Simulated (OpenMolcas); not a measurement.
**Ni+: input and output**

Input:

```
&GATEWAY
Coord
1

Ni 0.0 0.0 0.0
Basis=ANO-RCC-VDZP
Group=XYZ
NoMove
AngMom=0.0 0.0 0.0
AMFI
&SEWARD
* reference wave functions (RASSCF and RASSI steps not shown): 9 electrons in 6 orbitals (3d 4s)
>>> COPY JOB001 $Project.JobIph
&CASPT2
XMultistate=10 1 2 3 4 5 6 7 8 9 10
Frozen=1 0
IPEA=0.35
Imaginary=0.25
MaxIter=60
WThr=0.0 0.3 0.05
PrWF=0.5
NoMix
>>> COPY JOB002 $Project.JobIph
&CASPT2
XMultistate=29 1 2 3 4 5 6 7 8 9 10 11 12 13 14 15 16 17 18 19 20 21 22
23 24 25 26 27 28 29
Frozen=1 0
IPEA=0.35
Imaginary=0.25
MaxIter=60
WThr=0.0 0.3 0.05
PrWF=0.5
NoMix
```

Launched by
```bash
OMP_NUM_THREADS=1 MOLCAS_MEM=2252 MOLCAS_PROJECT=a pymolcas a.inp > a.log  # once for each step of the input, in one work folder
```

Output, cut to the results:

```
--- CASPT2 ---
Orbital specifications:
      -----------------------

      Symmetry species                           1   2
                                                ag  au
      Frozen orbitals                            1   0
      Inactive orbitals                          2   6
      Active orbitals                            6   0
      Secondary orbitals                         6  13
      Deleted orbitals                           0   0
      Number of basis functions                 15  19
Type of calculation                        XMS-CASPT2
      Fock operator                              state-average
      IPEA shift                                 0.35
      Real shift                                 0.00
      Imaginary shift                            0.25
      The input orbitals will be transformed to quasi-canonical
      The input states will be rotated to diagonalize the Fock operator
Reference energy:       -1518.7840899466
      E2 (Non-variational):      -0.5047335923
      Shift correction:          -0.0009450464
      E2 (Variational):          -0.5056786387
      Total energy:           -1519.2897685853
      Residual norm:              0.0000006465
      Reference weight:           0.92886
      Contributions to the CASPT2 correlation energy
      Active & Virtual Only:         -0.2506878292
      One Inactive Excited:          -0.1902290003
      Two Inactive Excited:          -0.0638167629
Reference energy:       -1518.7840899466
      E2 (Non-variational):      -0.5152250083
      Shift correction:          -0.0010023029
      E2 (Variational):          -0.5162273112
      Total energy:           -1519.3003172577
      Residual norm:              0.0000006575
      Reference weight:           0.92668
      Contributions to the CASPT2 correlation energy
      Active & Virtual Only:         -0.2582844260
      One Inactive Excited:          -0.1867279799
      Two Inactive Excited:          -0.0702126024
::    XMS-CASPT2 Root  1     Total energy:  -1519.29125455
::    XMS-CASPT2 Root  2     Total energy:  -1519.29052466
::    XMS-CASPT2 Root  3     Total energy:  -1519.29024476
::    XMS-CASPT2 Root  4     Total energy:  -1519.29020802
::    XMS-CASPT2 Root  5     Total energy:  -1519.28965820
::    XMS-CASPT2 Root  6     Total energy:  -1519.28904161
::    XMS-CASPT2 Root  7     Total energy:  -1519.28801243
::    XMS-CASPT2 Root  8     Total energy:  -1519.21518898
::    XMS-CASPT2 Root  9     Total energy:  -1519.21482734
::    XMS-CASPT2 Root 10     Total energy:  -1519.21407090
--- CASPT2 ---
Orbital specifications:
      -----------------------

      Symmetry species                           1   2
                                                ag  au
      Frozen orbitals                            1   0
      Inactive orbitals                          2   6
      Active orbitals                            6   0
      Secondary orbitals                         6  13
      Deleted orbitals                           0   0
      Number of basis functions                 15  19
Type of calculation                        XMS-CASPT2
      Fock operator                              state-average
      IPEA shift                                 0.35
      Real shift                                 0.00
      Imaginary shift                            0.25
      The input orbitals will be transformed to quasi-canonical
      The input states will be rotated to diagonalize the Fock operator
Reference energy:       -1518.7507461124
      E2 (Non-variational):      -0.5299831009
      Shift correction:          -0.0012631960
      E2 (Variational):          -0.5312462969
      Total energy:           -1519.2819924092
      Residual norm:              0.0000002754
      Reference weight:           0.91949
      Contributions to the CASPT2 correlation energy
      Active & Virtual Only:         -0.2724172772
      One Inactive Excited:          -0.1925772325
      Two Inactive Excited:          -0.0649885912
Reference energy:       -1518.7507461124
      E2 (Non-variational):      -0.5299314946
      Shift correction:          -0.0012633779
      E2 (Variational):          -0.5311948724
      Total energy:           -1519.2819409848
      Residual norm:              0.0000002760
      Reference weight:           0.91950
      Contributions to the CASPT2 correlation energy
      Active & Virtual Only:         -0.2723406783
      One Inactive Excited:          -0.1925995567
      Two Inactive Excited:          -0.0649912596
::    XMS-CASPT2 Root  1     Total energy:  -1519.39934598
::    XMS-CASPT2 Root  2     Total energy:  -1519.39913855
::    XMS-CASPT2 Root  3     Total energy:  -1519.39873997
::    XMS-CASPT2 Root  4     Total energy:  -1519.39864263
::    XMS-CASPT2 Root  5     Total energy:  -1519.39856366
::    XMS-CASPT2 Root  6     Total energy:  -1519.28420514
::    XMS-CASPT2 Root  7     Total energy:  -1519.28314093
::    XMS-CASPT2 Root  8     Total energy:  -1519.28303990
::    XMS-CASPT2 Root  9     Total energy:  -1519.28205809
::    XMS-CASPT2 Root 10     Total energy:  -1519.28194267
::    XMS-CASPT2 Root 11     Total energy:  -1519.28128698
::    XMS-CASPT2 Root 12     Total energy:  -1519.27982096
::    XMS-CASPT2 Root 13     Total energy:  -1519.23641803
::    XMS-CASPT2 Root 14     Total energy:  -1519.23633712
::    XMS-CASPT2 Root 15     Total energy:  -1519.23616846
::    XMS-CASPT2 Root 16     Total energy:  -1519.23599678
::    XMS-CASPT2 Root 17     Total energy:  -1519.23581590
::    XMS-CASPT2 Root 18     Total energy:  -1519.20570462
::    XMS-CASPT2 Root 19     Total energy:  -1519.20537850
::    XMS-CASPT2 Root 20     Total energy:  -1519.20510582
::    XMS-CASPT2 Root 21     Total energy:  -1519.19405182
::    XMS-CASPT2 Root 22     Total energy:  -1519.19383573
::    XMS-CASPT2 Root 23     Total energy:  -1519.19269469
::    XMS-CASPT2 Root 24     Total energy:  -1519.19207474
...
```

In XMS-CASPT2 the single-state energies belong to rotated reference states; over a whole degenerate manifold the rotation is arbitrary, and only the multistate roots count.

Levels above the lowest, from the spin-orbit matrix with the multistate effective Hamiltonian, averaged by term, added to it:

```csv
Configuration,Term,J,E (cm-1),Measured (cm-1),g,Term weight %,Second
3d9,2D,5/2,0.0,0.0,1.200,91,9 3d8 4s 2D
3d9,2D,3/2,1657,1507,0.800,90,10 3d8 4s 2D
3d8 4s,4F,9/2,23560,8394,1.334,100,
3d8 4s,4F,7/2,24320,9330,1.222,82,18 2F
3d8 4s,4F,5/2,25240,10116,1.020,94,6 2F
3d8 4s,4F,3/2,25850,10664,0.403,99,
3d8 4s,2F,7/2,25870,,1.160,82,18 4F
3d8 4s,2F,5/2,27200,14996,0.869,94,5 4F
```

Against the 6 measured excited levels shown (NIST Handbook of Basic Atomic Spectroscopic Data) the mean absolute deviation is 12000 cm-1; the largest miss in energy is 3d8 4s 4F 3/2: computed 25850, measured 10664 cm-1 (+142.4 %), and the largest in proportion 3d8 4s 4F 9/2 (+180.7 %).

CASPT2 breaks the degeneracy within a term, and the mean is taken; among the terms shown or strongly mixed into the levels shown the widest spread is 970 cm-1 (3d8 4s 2F). Over all roots computed the reference weight is 0.87 to 0.93; the roots of lowest weight are the least certain, and an intruder state may touch them. Some levels mix across a computed gap that differs much from the measured one, so their mixing is not that of the real levels. A single d shell beside an s shell can misplace configurations of different d count against each other. Measured partners are found by configuration, term and J. A level has none where our copy of the source lacks it or the pairing is in doubt (some pairs that miss far off the trend of their configuration count as doubtful), and it then counts in no deviation. Only configurations of the active space appear. The first state left out of the spin-orbit step lies near 44000 cm-1 above the lowest spin-free state of the reference (among the parities and spins computed), and the list stops at four fifths of that energy or lower.

The term weight is that of the spin-free term in the level, not the purity of its configuration.
